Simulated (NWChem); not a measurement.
## Atomisation of C3H5

```xyz
8

C      0.0485    -1.3600     0.0000
C      0.3791    -0.0802     0.0000
C     -0.2071     1.2633     0.0000
H      0.8020    -2.1681     0.0000
H     -1.0152    -1.6879     0.0000
H     -1.3244     1.2259     0.0000
H      0.1072     1.8457     0.8927
H      0.1072     1.8457    -0.8927
```
Charge 0, spin multiplicity 2.

The numbers come from NWChem runs, not from measurements. All single points use one geometry, from UPBE/def2-SVP, a minimum by its harmonic frequencies.

Basis set: def2-TZVP. The atomisation energy is electronic alone: no zero-point, thermal, spin-orbit or counterpoise terms. No value is extrapolated to the basis-set limit. Free atoms are single determinants with multiplicities C 3, H 2. Correlated methods freeze the same cores in atoms and molecule, 3 orbitals in all.

Relative cost: rough, from shared machines, SCF included, LDA (SVWN5) = 1. Costs are the molecule's.

B3LYP has NWChem's definition, with VWN1-RPA local correlation. GW and range-separated runs recompute their integrals, the others keep them in memory, which bears on the times. The structure started from a generated list of species. The unpaired electrons of the parent sit in orbitals of symmetry a' (Cs labels of the run); other states weren't searched. The stability of the SCF solutions was not checked. Open-shell Hartree-Fock references start from PBE0 orbitals; any time given for them includes that run.

| method | atomisation energy (kcal/mol) | relative cost | remark |
|---|---|---|---|
| LDA (SVWN5) | 848.7 | 1 | - |
| PBE0 | [?] | under 3 | - |
| B3LYP | 745.0 | under 3 | - |
| PBE | 763.7 | under 3 | - |
| HF | 564.2 | under 3 | spin-contaminated |
| M06-2X | [?] | 3 | - |
| MP2 | [?] | 5 | spin-contaminated |
| LC-wPBE (omega 0.3 per bohr) | 753.5 | 20 | - |
| CAM-B3LYP | [?] | 30 | - |

Q: Some entries are withheld; supply them.

A: 
- PBE0, atomisation energy (kcal/mol): 751.5
- M06-2X, atomisation energy (kcal/mol): 743.9
- MP2, atomisation energy (kcal/mol): 719.3
- CAM-B3LYP, atomisation energy (kcal/mol): 747.5
